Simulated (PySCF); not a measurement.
silanone (H2OSi), SMILES O=[SiH2].

Coordinates come from a B3LYP-D3(BJ)/def2-TZVP optimisation.

Two levels are set side by side: TDDFT-PBE/def2-TZVPD (PySCF) and TDDFT-B3LYP/def2-TZVPD (PySCF). Vertical, same geometry. The lowest singlet is HOMO→LUMO 100 % with PBE and HOMO→LUMO 100 % with the other functional; states are paired by order. Differences are taken from unrounded values.

```
quantity                               TDDFT-B3LYP
-------------------------------------  -----------
lowest singlet excitation (eV)                4.00
lowest triplet excitation (TDA) (eV)          3.65
first bright state (f over 0.05) (eV)         7.13
its oscillator strength                       0.07
```

### Question
What does TDDFT-PBE give, and how far is it from TDDFT-B3LYP? (An estimate is asked for; the answer gives what the named calculation found.)

### Answer

```csv
quantity,TDDFT-PBE,TDDFT-PBE minus TDDFT-B3LYP
lowest singlet excitation (eV),3.74,-0.25
lowest triplet excitation (TDA) (eV),3.37,-0.28
first bright state (f over 0.05) (eV),6.94,-0.19
its oscillator strength,0.06,-0.01
```

Functionals without exact exchange tend to place singlet excitations lower, as here. Differences between two approximate levels are no errors against the true value.

Rough cost on one machine, each run with all the roots and properties that it gave: TDDFT-B3LYP against TDDFT-PBE about 2 times.
